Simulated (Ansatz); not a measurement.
Cu5H5. Charge 0, multiplicity 5. Geometry PBE-D4/def2-SVP; atoms count from 1.

```xyz
10

Cu    0.2621    1.8089   -0.0714
Cu    1.1763   -1.9679   -0.3624
Cu   -1.6753    0.5290    0.5026
Cu    0.3877   -0.3785    1.1945
Cu   -0.0458   -0.1797   -1.2993
H     1.0356   -1.3662   -1.8927
H    -1.0531   -0.0623    2.0254
H    -1.3140    2.1728    0.3985
H     0.2372    1.4225   -1.7731
H     0.9892   -1.9786    1.2781
```

At PBE0-D4/def2-TZVP a singlet of charge 0 lies 5.69 eV below the quintet, each at its own geometry. Another isomer (singlet) lies 0.02 eV lower at PBE0-D4/def2-TZVP.

Q: Estimate the Mulliken populations from the PBE0/def2-TZVP orbitals of Ansatz.

A: 
```
atom  charge (e)  spin (α − β)  d electrons
 Cu1       -0.01          0.68         9.72
 Cu2       -0.13          0.18         9.84
 Cu3       -0.01          0.67         9.72
 Cu4       -0.12          0.60         9.66
 Cu5       -0.12          0.60         9.66
  H6        0.19          0.15            –
  H7        0.00          0.33            –
  H8        0.00          0.31            –
  H9        0.00          0.33            –
 H10        0.19          0.15            –
```
Mulliken values and Mayer orders depend strongly on the basis.

Q: Where does the spin sit?

A: Summed by element: Cu 2.73, H 1.27, of 4 unpaired in all. Largest on single atoms: Cu1 0.68, Cu3 0.67, Cu4 0.60.

Q: And the Mayer bond orders between bonded heavy atoms (over 0.3)?

A: Cu1–Cu3 0.40 (2.39 Å); Cu1–Cu4 0.39 (2.53 Å); Cu1–Cu5 0.41 (2.36 Å); Cu2–Cu4 0.47 (2.36 Å); Cu2–Cu5 0.47 (2.36 Å); Cu3–Cu4 0.41 (2.36 Å); Cu3–Cu5 0.38 (2.53 Å).
